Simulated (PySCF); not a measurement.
This script is equivalent to a calculation on Ga⁺ (gallium, charge +1).

```python
from pyscf import gto, scf, dft, mp, cc
import basis_set_exchange as bse
txt = bse.get_basis("aug-cc-pVDZ-PP", elements=["Ga"], fmt="nwchem", header=False)
cut = txt.index("\nECP")
mol = gto.M(atom="Ga 0 0 0", charge=1, spin=0, symmetry="D2h",
            basis=gto.basis.parse(txt[:cut]),
            ecp={"Ga": gto.basis.parse_ecp(txt[cut:])})
mf = dft.UKS(mol, xc="M062X")
mf.irrep_nelec = {'Ag': (4, 4), 'B1g': (1, 1), 'B2g': (1, 1), 'B3g': (1, 1), 'B1u': (1, 1), 'B2u': (1, 1), 'B3u': (1, 1)}
mf.kernel()
```

(1) What total energy does it give?

(2) Which occupied shell lies highest, and where?

Energies and moments cover only the electrons outside the core potential.

## Answers

(1) -259.353 hartree (calculated).

(2) 4s, at -17.488 eV.
